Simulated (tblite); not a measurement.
Species: C₃H₇F₃N₂Si.
Numbering: `[F:1][C:2]([F:3])([F:4])[C@@H:5]1[CH2:6][NH:7][SiH2:8][NH:9]1` (hydrogens: H10 on C5; H11, H12 on C6; H13 on N7; H14, H15 on Si8; H16 on N9)

Computed geometry: GFN2-xTB, gas phase.

**Question.** What internal coordinates does the optimisation give?

**Answer.** 
| bond | length (pm) | order |
| --- | --- | --- |
| F1–C2, C2–F3, C2–F4 | 134.2 | single |
| C2–C5 | 152.6 | single |
| C5–C6 | 153.4 | single |
| C6–N7 | 144.3 | single |
| N7–Si8 | 172.1 | single |
| Si8–N9 | 172.5 | single |
| C5–N9 | 143.3 | single |
| C5–H10 | 110.3 | single |
| C6–H11 | 109.4 | single |
| C6–H12 | 109.9 | single |
| N7–H13 | 100.5 | single |
| Si8–H14 | 146.2 | single |
| Si8–H15 | 146.3 | single |
| N9–H16 | 100.5 | single |

Bonds in one row agree within 1 pm and their mean is given. Orders are formal, as drawn. A selection of angles:
| angle | degrees |
| --- | --- |
| F1–C2–F3 | 106.3 |
| F1–C2–F4 | 106.5 |
| F1–C2–C5 | 111.8 |
| F4–C2–C5 | 113.3 |
| C2–C5–C6 | 110.6 |
| C2–C5–N9 | 110.1 |
| C6–C5–N9 | 106.8 |
| C5–C6–N7 | 105.7 |
| C6–N7–Si8 | 112.3 |
| N7–Si8–N9 | 91.7 |
| C5–N9–Si8 | 112.8 |
| H13–N7–C6 | 113.5 |
| H13–N7–Si8 | 124.0 |
| H16–N9–Si8 | 125.1 |
| H16–N9–C5 | 114.7 |

Dihedral angles: F1–C2–C5–C6 -179° (antiperiplanar); C2–C5–C6–N7 -154° (antiperiplanar); C5–C6–N7–Si8 30°; C6–N7–Si8–N9 -14° (synperiplanar); N7–Si8–N9–C5 -7° (synperiplanar); C2–C5–N9–Si8 145° (anticlinal).

The 5-membered ring C5–C6–N7–Si8–N9 has internal angles of 91.7° to 112.8° (sum 529°, against 540° for a flat polygon); it is puckered, 0.14 Å rms from its mean plane, widest ring torsion 34°. N9 (silicon-bound nitrogen) has angles 125.1°, 114.7° and 112.8°, sum 352.6°, 0.21 Å off the plane of its three neighbours. Of the pairs four or more bonds apart, F4···H12 is among the closest relative to their van der Waals radii: 2.46 Å, 92 % of the sum of Bondi's values. N7 (silicon-bound nitrogen) has angles 124.0°, 113.5° and 112.3°, sum 349.9°, 0.24 Å off the plane of its three neighbours. Si8 (SiH2 silicon) has angles from 91.7° to 118.9°.

Point group: C1 (no symmetry element, even within 0.4 Å). Its GFN2-xTB frequencies are all real (lowest 52 cm⁻¹). The numbers are those of one conformer. 2 starts were optimised and ended at 0.00 and 0.30 kcal/mol (GFN2-xTB); the lowest of these is shown.
